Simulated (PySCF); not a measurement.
C2H7AlO, charge -1, doublet, at a GFN2-xTB geometry (such geometries of metal compounds can be far from the true shape) (a state made from the parent by changing its charge; the spin is typed, not shown lowest) (in this run its highest filled SCF level lies above zero, so its values depend strongly on the basis, on diffuse functions most of all); MP2/STO-3G (PySCF).

The PySCF input:
```python
from pyscf import gto, scf, mp

mol = gto.M(
    atom='''
Al   -0.059499    0.014810   -0.039856
C    -1.484436   -1.620793    0.200320
H    -1.070656   -2.586678   -0.127885
H    -2.420790   -1.492399   -0.364077
H    -1.787492   -1.759919    1.249447
C     0.230929    1.932802   -1.039998
H     1.109020    1.928797   -1.703930
H     0.392184    2.755555   -0.326598
H    -0.615211    2.248087   -1.669626
O     1.323695   -0.329480    0.886694
H     2.097916   -0.522190    1.405315
''',
    basis='sto-3g',
    charge=-1,
    spin=1,
    verbose=4,
)

mf = scf.UHF(mol)
mf.kernel()

pt = mp.MP2(mf, frozen=8)
pt.kernel()
print('E(MP2) = %.10f' % pt.e_tot)
```

It wrote (shortened):

```
PySCF version 2.14.0

[INPUT] verbose = 4
[INPUT] num. atoms = 11
[INPUT] num. electrons = 41
[INPUT] charge = -1
[INPUT] spin (= nelec alpha-beta = 2S) = 1
[INPUT] symmetry False subgroup None
[INPUT] Mole.unit = angstrom
[INPUT] Symbol           X                Y                Z      unit          X                Y                Z       unit  Magmom
[INPUT]  1 Al    -0.059499000000   0.014810000000  -0.039856000000 AA   -0.112436814685   0.027986843905  -0.075316924421 Bohr   0.0
[INPUT]  2 C     -1.484436000000  -1.620793000000   0.200320000000 AA   -2.805177489445  -3.062854874612   0.378549937273 Bohr   0.0
[INPUT]  3 H     -1.070656000000  -2.586678000000  -0.127885000000 AA   -2.023246613622  -4.888112992438  -0.241667625440 Bohr   0.0
[INPUT]  4 H     -2.420790000000  -1.492399000000  -0.364077000000 AA   -4.574630105086  -2.820225378575  -0.688005818253 Bohr   0.0
[INPUT]  5 H     -1.787492000000  -1.759919000000   1.249447000000 AA   -3.377870329851  -3.325764911418   2.361112637159 Bohr   0.0
[INPUT]  6 C      0.230929000000   1.932802000000  -1.039998000000 AA    0.436392564220   3.652466433012  -1.965311390095 Bohr   0.0
[INPUT]  7 H      1.109020000000   1.928797000000  -1.703930000000 AA    2.095744066665   3.644898079883  -3.219961035430 Bohr   0.0
[INPUT]  8 H      0.392184000000   2.755555000000  -0.326598000000 AA    0.741120350436   5.207244271176  -0.617180772831 Bohr   0.0
[INPUT]  9 H     -0.615211000000   2.248087000000  -1.669626000000 AA   -1.162580298820   4.248268734195  -3.155135870453 Bohr   0.0
[INPUT] 10 O      1.323695000000  -0.329480000000   0.886694000000 AA    2.501421022456  -0.622626963522   1.675608816295 Bohr   0.0
[INPUT] 11 H      2.097916000000  -0.522190000000   1.405315000000 AA    3.964486672343  -0.986796084987   2.655660468743 Bohr   0.0

nuclear repulsion = 146.086514925916
number of shells = 21
number of NR pGTOs = 93
number of NR cGTOs = 31
basis = sto-3g
ecp = {}

******** <class 'pyscf.scf.uhf.UHF'> ********
method = UHF
initial guess = minao
damping factor = 0
level_shift factor = 0
DIIS = <class 'pyscf.scf.diis.CDIIS'>
diis_start_cycle = 1
diis_space = 8
diis_damp = 0
SCF conv_tol = 1e-09
SCF conv_tol_grad = None
SCF max_cycles = 50
direct_scf = True
direct_scf_tol = 1e-13
number electrons alpha = 21  beta = 20
Set gradient conv threshold to 3.16228e-05
init E= -391.301562834306

cycle= 1 E= -391.295421283858  delta_E= 0.00614  |g|= 0.428  |ddm|= 2.84
cycle= 2 E= -391.436645850205  delta_E= -0.141  |g|= 0.086  |ddm|= 0.806
cycle= 3 E= -391.443955709105  delta_E= -0.00731  |g|= 0.025  |ddm|= 0.172
cycle= 4 E= -391.445194255893  delta_E= -0.00124  |g|= 0.0101  |ddm|= 0.114
cycle= 5 E= -391.445478126935  delta_E= -0.000284  |g|= 0.00414  |ddm|= 0.0639
cycle= 6 E= -391.445528885865  delta_E= -5.08e-05  |g|= 0.00111  |ddm|= 0.0334
cycle= 7 E= -391.445531265687  delta_E= -2.38e-06  |g|= 0.000471  |ddm|= 0.00582
cycle= 8 E= -391.445531670178  delta_E= -4.04e-07  |g|= 0.000178  |ddm|= 0.00141
cycle= 9 E= -391.445531739837  delta_E= -6.97e-08  |g|= 3.43e-05  |ddm|= 0.000752
cycle= 10 E= -391.445531742533  delta_E= -2.7e-09  |g|= 9.77e-06  |ddm|= 0.000178
cycle= 11 E= -391.44553174275  delta_E= -2.17e-10  |g|= 3.59e-06  |ddm|= 4.18e-05
Extra cycle  E= -391.445531742769  delta_E= -1.91e-11  |g|= 2.24e-06  |ddm|= 7.36e-06
converged SCF energy = -391.445531742769  <S^2> = 0.76591188  2S+1 = 2.0158491

******** <class 'pyscf.mp.ump2.UMP2'> ********
nocc = (np.int64(13), np.int64(12)), nmo = (23, 23)
frozen orbitals 8
E(UMP2) = -391.59377075219  E_corr = -0.148239009420726
E(SCS-UMP2) = -391.609088925286  E_corr = -0.163557182516781
E_corr(same-spin) = -0.0165341870631802
E_corr(oppo-spin) = -0.131704822357546
E(MP2) = -391.5937707522
```
